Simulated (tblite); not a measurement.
C6H9NO2Si.
Numbering: `[N:1]#[C:2][CH2:3][CH2:4][C@@H:5]1[O:6][CH2:7][C:8](=[O:9])[SiH2:10]1` (hydrogens: H11, H12 on C3; H13, H14 on C4; H15 on C5; H16, H17 on C7; H18, H19 on Si10)

Structure used (GFN2-xTB), in Å, numbered top down from 1:
```xyz
19
C6H9NO2Si angstrom
N      3.3045    0.7099   -1.6744
C      2.8911    0.2971   -0.6915
C      2.3509   -0.2375    0.5308
C      1.0746   -1.0476    0.2600
C     -0.0546   -0.1561   -0.2391
O     -0.3823    0.7620    0.8151
C     -1.5283    1.5058    0.5155
C     -2.6175    0.6076   -0.0503
O     -3.7735    0.9276   -0.1452
Si    -1.7328   -1.0114   -0.6133
H      2.1102    0.5927    1.1998
H      3.1121   -0.8651    1.0017
H      0.7605   -1.5245    1.1893
H      1.2717   -1.8228   -0.4825
H      0.3065    0.4235   -1.1062
H     -1.8487    2.0036    1.4327
H     -1.3161    2.2739   -0.2481
H     -1.9947   -2.1044    0.3181
H     -1.9434   -1.3250   -2.0198
```

All values are computed: GFN2-xTB (tblite) harmonic vibrations without scaling, gas phase. This tight-binding method is rough: wavenumbers can miss measured ones by several per cent, in bad cases by 10 to 20. Modes of hydrogen on silicon can be 10 to 20 % off. One conformer, not necessarily the lowest.

Harmonic wavenumbers (cm⁻¹): 37.9, 48.9, 79.6, 144.5, 172.2, 214.6, 298.2, 315.9, 358.9, 375.5, 388.4, 395.2, 496.0, 515.4, 555.2, 592.8, 613.5, 658.0, 711.1, 740.2, 834.7, 865.0, 908.4, 936.2, 1017.2, 1038.7, 1047.5, 1090.1, 1112.4, 1130.1, 1166.9, 1194.3, 1239.5, 1258.3, 1287.6, 1300.9, 1341.3, 1415.8, 1417.9, 1461.2, 1773.3, 2303.5, 2334.9, 2412.6, 2811.9, 2828.5, 2964.0, 2976.3, 2984.0, 2990.2, 2996.6.

A = 2507, B = 590.2, C = 555.5 MHz; mass 155.040 u (most abundant isotopes); point group C1, symmetry number 1.

Problem. Zero-point energy?

Solution. ½Σν̃ = 30076 cm⁻¹ = 359.79 kJ/mol.

Problem. Entropy at 298.15 K, 1 bar (ideal gas, RRHO, classical rotation)?

Solution. Translation 171.76, rotation 126.98, vibration 138.71: S = 437.4 J/(mol K).

Problem. And Cp and H(298.15 K) − H(0)?

Solution. Cp = 177.58 J/(mol K), of which vibrations give 144.32 (their classical limit is 51 R = 424.0); H(298.15 K) − H(0) = 31.47 kJ/mol without the zero-point energy, 21.55 from vibrations.

Problem. What must be added to the electronic energy to get the Gibbs energy at 298.15 K and 1 bar?

Solution. ZPE + [H(298.15 K) − H(0)] − T·S = 359.79 + 31.47 − 130.42 = 260.84 kJ/mol.

Problem. Which modes carry the vibrational entropy at 298.15 K?

Solution. 37.9 cm⁻¹: 22.45; 48.9 cm⁻¹: 20.34; 79.6 cm⁻¹: 16.32; 144.5 cm⁻¹: 11.48; 172.2 cm⁻¹: 10.09; 214.6 cm⁻¹: 8.39 J/(mol K); the other 45 give 49.64 together.

Problem. How do the functions run with temperature in this model?

Solution. 
```csv
T (K),S (J/(mol K)),Cp (J/(mol K)),H − H(0) (kJ/mol),G − H(0) (kJ/mol),ln q(vib)
150,342.5,106.0,10.39,-40.99,3.68
250,408.2,155.0,23.46,-78.59,6.59
400,495.9,220.9,51.82,-146.52,10.95
600,598.3,284.6,102.80,-256.20,16.63
900,726.0,343.9,197.87,-455.55,24.53
```

q(vib) and H(0) count from the zero-point level.

Hindered rotation and anharmonicity are outside this model. Other conformers, if any are populated, would add a mixing term that is left out. The structure is chiral; the term R ln 2 for an equal mix with its mirror image is left out.

Hardware: one thread of an Arm Neoverse N1, no GPU, shared host with 64 logical CPUs at a one-minute load of 59. Cost: 1.5 s. The figure is for the frequency step alone.
